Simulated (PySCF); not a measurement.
**Computed properties of BeFHS, SMILES [Be]([F])[SH]**

BeFHS, SMILES [Be]([SH])[F]. Geometry: r2SCAN-D4/def2-TZVP. One conformer was computed; it need not be the lowest. All values are computed for the isolated molecule unless a solvent is named; none is compared with measurement here.

**Structure.** The optimised structure has Cs symmetry. All 6 harmonic modes at r2SCAN-D4/def2-TZVP (PySCF) are real, so it is a minimum. With heavy atoms numbered as in [Be:1]([F:2])[SH:3], the shortest bond between them is Be1–F2 at 1.378 Å and the longest Be1–S3 at 1.907 Å.

**Vibrations.** The strongest infrared lines (harmonic, unscaled, degenerate partners summed) lie at 1360 cm⁻¹ (339 km/mol, Be 78 %, F 20 %), 245 cm⁻¹ (67 km/mol, Be 69 %, H 15 %, F 14 %), 291 cm⁻¹ (63 km/mol, Be 83 %, F 13 %). The softest mode is at 245 cm⁻¹ and the zero-point energy is 8.2 kcal/mol.

**Electronic structure.** M06-2X/def2-TZVPD (PySCF) places the frontier levels at -9.11 and -0.47 eV, a gap of 8.64 eV, and gives a dipole moment of 0.89 D and a mean polarisability of 35.3 bohr³. PBE/def2-TZVPD (PySCF) at the same geometry gives -6.72 and -1.40 eV, so its gap is 3.32 eV narrower. An orbital gap is neither the optical nor the fundamental gap.

**Excitations.** TDDFT-B3LYP/def2-TZVPD (PySCF) has S1 at 5.62 eV (221 nm, f = 0.047, weak); the most intense of the 10 singlets computed lies at 8.07 eV (f = 0.18). T1 (TDA) is at 5.26 eV. No vertical singlet excitation falls in the visible range (under 3.1 eV).

**NMR.** GIAO shifts at KT2/pcSseg-2 (PySCF) (non-relativistic, atoms alike by connectivity averaged): ¹H at -0.4 ppm against TMS; ¹⁹F at -192.7 ppm against CFCl3.
